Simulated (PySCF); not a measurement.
**Static response to an electric field**

CH10GeOSi2.
Atom-mapped SMILES: `[SiH3:1][CH:2]([SiH3:3])[O:4][GeH3:5]` (hydrogens: H6, H7, H8 on Si1; H9 on C2; H10, H11, H12 on Si3; H13, H14, H15 on Ge5)

Structure used (PBE0-D3(BJ)/def2-SVP), in Å, numbered top down from 1:
```
atom  x, y, z in Å
Si1   -1.9396   -0.8778    0.0362
C2    -0.3045    0.0696    0.2301
Si3   -0.3870    1.8969   -0.2869
O4     0.6454   -0.5948   -0.6059
Ge5    2.2673   -0.9955    0.0374
H6    -3.0012   -0.2620    0.8940
H7    -2.3783   -0.8337   -1.3895
H8    -1.7365   -2.2996    0.4474
H9    -0.0346    0.0288    1.3071
H10   -1.2983    2.6606    0.6221
H11    0.9844    2.4889   -0.2179
H12   -0.8911    2.0028   -1.6879
H13    2.9552   -1.7638   -1.0948
H14    3.0085    0.3099    0.3881
H15    2.0767   -1.8536    1.3044
```

Level: CAM-B3LYP/def2-SVPD (PySCF), static field, nuclei fixed, core orbitals frozen in the response. The polarisability tensor in these axes (au):

```
x   112.75  -1.41  -1.61
y    -1.41 107.70  -1.48
z    -1.61  -1.48  89.67
```

Problem. What are the eigenvalues, a third of the trace, and Δα (Δα² = ½Σ(αi − αj)² over the three pairs)?

Solution. Principal values 89.43, 107.52 and 113.17 au; mean 103.37 au = 15.32 Å³ = 17.04 × 10⁻⁴⁰ C²·m²/J; Δα = 21.49 au (21 % of the mean).

Problem. What is the dipole moment, and where does it point?

Solution. (1.19, -0.19, 1.19) D, 1.70 D in size, pointing from the negative to the positive side. Measured along this direction, the outermost atoms are H7 at the negative end and H15 at the positive end.

Problem. Estimate the molar refractivity from the static electronic polarisability.

Solution. Lorentz–Lorenz: R = (4π/3)N_A α = 2.5225 cm³/(mol·Å³) × 15.32 Å³ = 38.6 cm³/mol, in the limit of long wavelengths.

Problem. In a dilute gas of rigid molecules at 400 K, how does the orientational term μ²/3kT compare with the electronic polarisability?

Solution. In Gaussian units μ²/3kT = 17.43 Å³ against 15.32 Å³, a ratio of 1.14; the Debye molar polarisation (4π/3)N_A(α + μ²/3kT) is 82.6 cm³/mol, leaving out the vibrational part.

Problem. Traceless (Buckingham) quadrupole moment about the centre of nuclear charge: eigenvalues?

Solution. -2.32, -0.86, 3.18 D·Å. The values depend on the origin, since the dipole doesn't vanish. The electronic extent ⟨r²⟩ about the same centre is 1495 bohr², a root-mean-square distance of 2.23 Å for the 84 electrons.

Problem. Refractivity n − 1 of an ideal gas of it at 298.15 K and 1 atm, from the electronic α?

Solution. N = p/kT = 2.4615 × 10¹⁹ cm⁻³, so n − 1 = 2π × N × 15.32 × 10⁻²⁴ cm³ = 2369 × 10⁻⁶ at long wavelengths, for an ideal gas.

Isolated species at its PBE0-D3(BJ)/def2-SVP geometry (one conformer only). The calculation is non-relativistic, for germanium too.

These values come from a run that also computed excited states and ΔSCF ions. On one thread of an Arm Neoverse N1 (shared host), this took 2.6 min of wall time and 1.2 GiB of memory at its peak.
